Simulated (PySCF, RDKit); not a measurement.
Constitutional and geometric isomers with formula CH6B2. All species are isolated molecules in the gas phase. One relaxed conformer stands for each flexible species; it need not be the lowest. Strings in code marks are SMILES.

Quantity: electronic energy of isomers of CH6B2 relative to `BCB`, in kcal/mol. Force-field values (RDKit) are differences of steric energies, which aren't made for comparing isomers with other bonds.

Level 1: BP86/6-31G* // B3LYP-D3(BJ)/def2-TZVP (PySCF)
Level 2: PBE/6-31G* // B3LYP-D3(BJ)/def2-TZVP (PySCF)
Level 3: HF/3-21G // B3LYP-D3(BJ)/def2-TZVP (PySCF)
Level 4: UFF, relaxed from the DFT geometry (RDKit)

```
species  level 1  level 2  level 3  level 4
-------  -------  -------  -------  -------
`BBC`       4.33     4.21     4.23    -0.69
```
